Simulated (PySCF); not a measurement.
**Au: excitation energy**

Au [Xe] 4f14 5d10 6s1 (2S) → Au [Xe] 4f14 5d9 6s1 7s1 (4D), as a difference of total energies. All numbers are calculated (PySCF 2.14, scalar relativity by spin-free X2C-1e, in x2c-TZVPPall with one added diffuse shell each of s, p, d, f type (12s8p8d4f1g, 113 functions)). Correlated levels: valence: [Xe] 4f14 frozen. The calculations carry no spin-orbit coupling.

| method | excitation energy (eV) |
| --- | --- |
| UHF | 7.298 |
| MP2 (valence) | 9.146 |
| SCS-MP2 (valence) | 9.069 |
| CCSD (valence) | 8.774 |
| CCSD(T) (valence) | 8.906 |

**Question.** How much does correlation contribute at CCSD(T) (valence)?

**Answer.** 8.906 − (7.298) = 1.608 eV, measured against UHF.

A first-order spin-orbit estimate (lowest level to lowest level, LS coupling) adds -0.662 eV.

The promoted electron is Rydberg-like, and one or two diffuse shells describe it only roughly, which tends to raise the upper state.
